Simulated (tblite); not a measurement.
C7H7O3 (charge -1).
Bonds: C1–C2, C2–C3, C3–C4 (aromatic), C4–C5 (aromatic), C5–C6 (aromatic), C6–C7, C7–O8 (double), C7–O9, C6–O10 (aromatic), C3–O10 (aromatic). Hydrogens: H11, H12, H13 on C1; H14, H15 on C2; H16 on C4; H17 on C5.

Computed geometry: GFN2-xTB, gas phase.

Question: What internal coordinates does the optimisation give?

Answer: 
```tsv
bond	length (pm)
C1–C2	153.1
C2–C3	149.4
C3–C4	136.5
C4–C5	141.4
C5–C6	136.9
C6–C7	155.5
C7=O8, C7–O9	123.7
C6–O10	135.1
C3–O10	134.8
C1–H11, C1–H12, C1–H13	108.8
C2–H14, C2–H15	109.3
C4–H16	107.5
C5–H17	107.1
```

Bonds in one row agree within 1 pm and their mean is given. A selection of angles:
```tsv
angle	degrees
C1–C2–C3	111.6
C2–C3–C4	131.7
C2–C3–O10	118.4
C4–C3–O10	109.9
C3–C4–C5	106.1
C4–C5–C6	106.7
C5–C6–C7	129.4
C5–C6–O10	109.3
C7–C6–O10	121.3
C6–C7–O8	113.7
C6–C7–O9	116.2
O8–C7–O9	130.1
C3–O10–C6	108.1
```

Torsions: C1–C2–C3–C4 94° (anticlinal); C5–C6–C7–O8 0° (synperiplanar). The mirror-image conformer, all signs reversed, is as good.

The C–O distances run from 1.235 Å (C7–O9, drawn single in one of several resonance forms) to 1.351 Å (C6–O10, aromatic), a spread of 0.116 Å. Of the pairs four or more bonds apart, O8···H17 is among the closest relative to their van der Waals radii: 2.82 Å, 104 % of the sum of Bondi's values. C6 (substituted aromatic carbon) is planar (angles 129.4°, 121.3° and 109.3°, sum 360.0°, 0.00 Å off the plane of its three neighbours). C7 (carboxylate carbon) is planar (angles 130.1°, 116.2° and 113.7°, sum 360.0°, 0.00 Å off the plane of its three neighbours). C4 (aromatic CH carbon) is planar (angles 127.5°, 126.4° and 106.1°, sum 360.0°, 0.00 Å off the plane of its three neighbours). The C–C distances run from 1.365 Å (C3–C4, aromatic) to 1.555 Å (C6–C7, drawn single), a spread of 0.190 Å. C3 (substituted aromatic carbon) is planar (angles 131.7°, 118.4° and 109.9°, sum 360.0°, 0.01 Å off the plane of its three neighbours).

Point group: C1 (no symmetry element, even within 0.4 Å). Its GFN2-xTB frequencies are all real (lowest 22 cm⁻¹). 2 starts were optimised and ended at 0.00 and 0.02 kcal/mol (GFN2-xTB); the lowest of these is shown.
